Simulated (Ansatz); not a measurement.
System: C$_{2}$H$_{8}$PSi, net charge 0, doublet state. SMILES: C[Si](C)P

Atoms: C1, Si2, C3, P4, H5, H6, H7, H8, H9, H10, H11, H12. Bonds: C1-Si2, C1-H5, C1-H6, C1-H7, Si2-C3, Si2-P4, C3-H8, C3-H9, C3-H10, P4-H11, P4-H12.

Bond lengths (Å) and angles (degrees) optimised at HF/3-21G with Ansatz (an electronic-structure program); PBE/6-31G* with Ansatz; B3LYP/6-31G* with Ansatz, each started from the B3LYP-D3(BJ)/def2-TZVP structure (Ansatz) of the last column. A row stands for all coordinates that are equal there; 11 of 25 kinds are shown. 6-31G* holds six Cartesian d functions. No wavenumbers were computed at PBE/6-31G*, so these may be saddle points.

```tsv
coordinate	HF/3-21G	PBE/6-31G*	B3LYP/6-31G*	B3LYP-D3(BJ)/def2-TZVP
C1-Si2	1.922	1.903	1.900	1.885
C1-H5	1.084	1.102	1.095	1.091
C1-H6	1.085	1.104	1.096	1.092
C1-H7	1.087	1.106	1.099	1.095
Si2-C3	1.923	1.906	1.903	1.886
Si2-P4	2.362	2.290	2.292	2.273
C3-H9	1.084	1.102	1.095	1.090
P4-H11	1.426	1.444	1.431	1.425
C1-Si2-C3	111.6	110.9	110.6	110.4
C1-Si2-P4	108.2	109.2	109.2	108.7
C3-Si2-P4	112.8	114.8	114.6	114.1
```

Mean signed difference of all 11 bond lengths from B3LYP-D3(BJ)/def2-TZVP: HF/3-21G 0.011 Å, PBE/6-31G* 0.015 Å, B3LYP/6-31G* 0.008 Å.
